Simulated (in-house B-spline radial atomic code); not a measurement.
Ionisation energies along the 27-electron series, configuration [Ar] 3d9, as differences of self-consistent energies. Dirac energy differences include first-order Breit, QED and recoil terms. NIST's values go from ground level to ground level; the uncertainty of those that are theory runs from under 0.1 % in few-electron ions to several per cent in heavy many-electron ones. Computed with an all-electron radial atomic-structure program (B-spline basis): Dirac-Hartree-Fock, average of the configuration, finite nuclei.

| ion | configuration after | ionisation energy (eV) | IE/(q+1)² (eV) | Breit and QED recoil part (eV) | tabulated value (eV) | tabulated kind | computed minus tabulated (eV) |
| --- | --- | --- | --- | --- | --- | --- | --- |
| Pr32+ | [Ar] 3d8 | 2121.4 | 1.948 | -1.1857 | 2108 | tabulated theory | 13 |
| Nd33+ | [Ar] 3d8 | 2238.8 | 1.9367 | -1.2888 | 2224 | tabulated theory | 15 |
| Pm34+ | [Ar] 3d8 | 2359.3 | 1.926 | -1.3975 | 2344 | tabulated theory | 15 |
| Sm35+ | [Ar] 3d8 | 2482.9 | 1.9158 | -1.5119 | 2466 | tabulated theory | 17 |
| Eu36+ | [Ar] 3d8 | 2609.5 | 1.9061 | -1.6323 | 2591 | tabulated theory | 18 |
| Gd37+ | [Ar] 3d8 | 2739.2 | 1.897 | -1.7586 | 2720 | tabulated theory | 19 |
| Tb38+ | [Ar] 3d8 | 2872.1 | 1.8883 | -1.8911 | 2852 | tabulated theory | 20 |
| Dy39+ | [Ar] 3d8 | 3008.0 | 1.88 | -2.0299 | 2987 | tabulated theory | 21 |
| Ho40+ | [Ar] 3d8 | 3147.0 | 1.8721 | -2.1752 | 3125 | tabulated theory | 22 |
| Er41+ | [Ar] 3d8 | 3289.1 | 1.8646 | -2.3271 | 3265 | tabulated theory | 24 |
| Tm42+ | [Ar] 3d8 | 3434.3 | 1.8574 | -2.4857 | 3409 | tabulated theory | 25 |
| Yb43+ | [Ar] 3d8 | 3582.7 | 1.8505 | -2.6513 | 3555 | tabulated theory | 28 |
| Lu44+ | [Ar] 3d8 | 3734.1 | 1.844 | -2.8239 | 3706 | tabulated theory | 28 |
| Hf45+ | [Ar] 3d8 | 3888.7 | 1.8377 | -3.0038 | 3858 | tabulated theory | 31 |
| Ta46+ | [Ar] 3d8 | 4046.3 | 1.8317 | -3.191 | 4014 | tabulated theory | 32 |

Where a p, d or f electron is removed, the computed value is a mean over both j, so it misses the tabulated one by a part of the spin-orbit splitting; averaging over terms and missing correlation add to the gap, relatively most at low charge.
